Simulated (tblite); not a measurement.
A geometry optimisation, step by step.

Compound: C4H9BSi2.
Bonds: C1–C2 (triple), C2–Si3, Si3–Si4, Si4–B5, B5–C6, C6–C7 (double). Hydrogens: H8 on C1; H9, H10 on Si3; H11, H12 on Si4; H13 on B5; H14 on C6; H15, H16 on C7.

Computed with GFN2-xTB (tblite), gas phase: L-BFGS steps from a force-field or distance-geometry start until the largest atomic force falls under 0.01 eV/Å. 5 of its 114 geometries are shown.

Step 0: E = -481.0133 eV, largest atomic force 1.395 eV/Å
```
atom  x, y, z in Å  |  force x, y, z in eV/Å
C1      1.225    0.306    2.769   -0.049   0.052   0.073
C2      1.619    0.027    1.663   -0.273   0.382   1.314
Si3     2.243   -0.411    0.021    0.963   0.066  -0.607
Si4     0.578   -1.317   -1.176   -1.182  -0.438  -0.379
B5     -0.875   -0.051   -1.337   -0.355   0.111  -0.002
C6     -1.636    0.463   -0.074    0.393  -0.187  -0.770
C7     -2.625    1.353   -0.168   -0.237   0.083   0.773
H8      0.864    0.564    3.738    0.138  -0.133  -0.425
H9      2.708    0.805   -0.661    0.144   0.081   0.172
H10     3.337   -1.368    0.141    0.272   0.033   0.188
H11     1.075   -1.685   -2.505    0.158  -0.312  -0.061
H12     0.088   -2.534   -0.480    0.217  -0.035  -0.177
H13    -1.192    0.325   -2.411   -0.081   0.165   0.235
H14    -1.335    0.088    0.901   -0.182   0.156  -0.019
H15    -2.946    1.754   -1.123    0.022  -0.067   0.314
H16    -3.136    1.689    0.745    0.052   0.041  -0.630
```

Step 28: E = -481.2302 eV, largest atomic force 0.032 eV/Å
```
atom  x, y, z in Å  |  force x, y, z in eV/Å
C1      1.232    0.310    2.761    0.001   0.007   0.031
C2      1.662    0.027    1.673    0.007  -0.002  -0.011
Si3     2.270   -0.428   -0.016   -0.013   0.002   0.018
Si4     0.497   -1.356   -1.226    0.006   0.023   0.008
B5     -0.930   -0.044   -1.382   -0.001   0.021  -0.001
C6     -1.660    0.468   -0.118    0.009   0.000  -0.011
C7     -2.657    1.357   -0.143    0.013  -0.001   0.006
H8      0.873    0.562    3.719   -0.002  -0.007  -0.028
H9      2.793    0.828   -0.578    0.003   0.009  -0.016
H10     3.423   -1.307    0.219   -0.001  -0.011  -0.008
H11     1.077   -1.859   -2.490   -0.008  -0.011   0.009
H12     0.149   -2.599   -0.509   -0.007  -0.017   0.011
H13    -1.207    0.463   -2.406   -0.001   0.018   0.002
H14    -1.355    0.106    0.861   -0.010   0.006  -0.005
H15    -3.021    1.767   -1.073    0.004  -0.014   0.010
H16    -3.152    1.713    0.750   -0.002  -0.022  -0.015
```

Step 56: E = -481.2381 eV, largest atomic force 0.022 eV/Å
```
atom  x, y, z in Å  |  force x, y, z in eV/Å
C1      1.249    0.313    2.729   -0.002   0.004   0.014
C2      1.690    0.033    1.646    0.016   0.000   0.008
Si3     2.288   -0.436   -0.042   -0.013  -0.010   0.010
Si4     0.471   -1.352   -1.197    0.004   0.010  -0.006
B5     -0.845    0.065   -1.378   -0.010   0.000   0.000
C6     -1.639    0.496   -0.125    0.005   0.018   0.000
C7     -2.709    1.295   -0.149   -0.003  -0.003   0.003
H8      0.876    0.563    3.682    0.003   0.002  -0.007
H9      2.819    0.808   -0.625   -0.001  -0.012  -0.004
H10     3.429   -1.335    0.178    0.003   0.003  -0.001
H11     1.023   -1.973   -2.419   -0.019   0.005  -0.010
H12     0.040   -2.521   -0.402    0.020   0.000  -0.005
H13    -1.009    0.676   -2.369    0.017  -0.001   0.003
H14    -1.340    0.113    0.847   -0.020   0.000   0.004
H15    -3.076    1.717   -1.072   -0.001  -0.019  -0.007
H16    -3.274    1.548    0.737    0.002   0.003  -0.002
```

Step 85: E = -481.2421 eV, largest atomic force 0.039 eV/Å
```
atom  x, y, z in Å  |  force x, y, z in eV/Å
C1      1.302    0.331    2.725   -0.003   0.006   0.019
C2      1.737    0.025    1.646    0.004   0.003   0.006
Si3     2.306   -0.471   -0.044    0.002  -0.012   0.007
Si4     0.454   -1.343   -1.178    0.029   0.002  -0.026
B5     -0.804    0.128   -1.323   -0.011  -0.011   0.004
C6     -1.660    0.530   -0.105    0.005  -0.028  -0.004
C7     -2.780    1.254   -0.182   -0.011   0.014  -0.004
H8      0.939    0.603    3.675    0.010  -0.004  -0.015
H9      2.864    0.753   -0.641    0.004   0.003  -0.006
H10     3.423   -1.400    0.163    0.009  -0.005   0.009
H11     0.965   -1.941   -2.431   -0.013   0.011   0.022
H12     0.036   -2.527   -0.402   -0.014   0.002  -0.001
H13    -0.871    0.793   -2.289   -0.010   0.017  -0.013
H14    -1.382    0.166    0.881   -0.001   0.007   0.006
H15    -3.134    1.637   -1.126   -0.004   0.002  -0.006
H16    -3.402    1.474    0.674    0.006  -0.009   0.002
```

Step 113: E = -481.2453 eV, largest atomic force 0.005 eV/Å
```
atom  x, y, z in Å  |  force x, y, z in eV/Å
C1      1.419    0.368    2.749    0.002   0.002   0.001
C2      1.819    0.026    1.668   -0.001   0.001   0.001
Si3     2.351   -0.528   -0.017   -0.003   0.000   0.001
Si4     0.457   -1.269   -1.171    0.000  -0.002  -0.003
B5     -0.800    0.206   -1.310    0.000   0.000   0.001
C6     -1.717    0.547   -0.117    0.003  -0.004  -0.001
C7     -2.880    1.192   -0.228   -0.003   0.001   0.002
H8      1.084    0.672    3.701    0.001   0.002  -0.002
H9      3.009    0.640   -0.623   -0.001   0.003   0.000
H10     3.392   -1.539    0.212   -0.001  -0.003   0.001
H11     0.948   -1.854   -2.437   -0.001   0.001   0.001
H12    -0.015   -2.457   -0.429   -0.002   0.000  -0.003
H13    -0.853    0.894   -2.260    0.002   0.001   0.000
H14    -1.448    0.194    0.876    0.000  -0.002  -0.001
H15    -3.230    1.557   -1.181    0.001  -0.002   0.002
H16    -3.545    1.357    0.608    0.002   0.001  -0.001
```

**Question.** Summarise the path.

**Answer.** The energy falls by 22.39 kJ/mol from step 0 to step 113; nine tenths of that is first reached at step 11. It never rises by more than 0.2 meV. The largest force goes from 1.395 to 0.005 eV/Å. Among the bonds Si3–Si4 changes most, from 2.242 to 2.338 Å; the atoms move by 0.306 Å rms after alignment.

What follows is the cost of the whole relaxation. The run took 0.55 s of wall time on one thread of an AMD EPYC 9B45, shared host with 96 logical CPUs at a one-minute load of 5.1.
